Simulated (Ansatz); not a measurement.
Total energies of Na₈Cl₈ (started as a model of: (NaCl)8 cage of four- and six-membered rings) from Ansatz at PBE0-D4/def2-SVP, gas phase (1 Eh = 27.2114 eV = 2625.5 kJ/mol). The reference geometry is relaxed at PBE-D4/def2-SVP.

```xyz
16

Na   -1.9156   -2.6481    2.5092
Cl    0.3637   -2.2442    3.7319
Na   -0.6908    0.1712    4.0477
Cl   -3.0748   -0.3288    3.0808
Na   -2.4991    0.2786    0.5747
Cl   -1.5521   -2.1716   -0.0399
Na    0.0090   -1.5594   -2.0596
Cl    2.3560   -0.9959   -0.8427
Na    1.5993   -1.1456    1.6677
Cl    0.7264    1.3556    2.1989
Na    0.8768    2.4088   -0.1960
Cl   -1.5020    1.7953   -1.3191
Cl    0.6233   -0.3218   -4.3077
Na    2.7946    0.4403   -2.9830
Cl    2.0780    2.9114   -2.4915
Na   -0.1926    2.0544   -3.5714
```

```
            state   geometry  energy (Eh)
 charge 0 singlet  reference  -4977.41406
 charge 1 doublet  reference  -4977.08109
charge -1 doublet  reference  -4977.41465
```

Question: Work out the vertical ionisation energy to the doublet.

Answer: E(charge 1 doublet) − E(charge 0 singlet) = -4977.08109 − (-4977.41406) = 0.33297 Eh = 9.06 eV. For comparison, −ε of the highest occupied level is 7.76 eV at this level, 1.30 eV less.

Question: Work out the vertical electron affinity, to the doublet.

Answer: E(charge 0 singlet) − E(charge -1 doublet) = -4977.41406 − (-4977.41465) = 0.00059 Eh = 0.02 eV; so near zero that its sign isn't settled. The basis lacks diffuse functions, which makes affinities too small.

Question: Give the fundamental gap IE − EA, the Mulliken electronegativity (IE + EA)/2 and the hardness (IE − EA)/2.

Answer: From the values in Eh: IE − EA = 0.33297 − 0.00059 = 0.33238 Eh = 9.04 eV; (IE + EA)/2 = 4.54 eV; (IE − EA)/2 = 4.52 eV. The HOMO–LUMO gap of the same run is 6.96 eV, 2.08 eV smaller than the fundamental gap.

At PBE0-D4/def2-SVP the highest occupied level of the charge -1 doublet lies above zero (up to 0.79 eV). Energy differences put its binding near zero (0.02 eV; vertical, to the charge 0 singlet, at PBE0-D4/def2-SVP), which leaves it undecided.
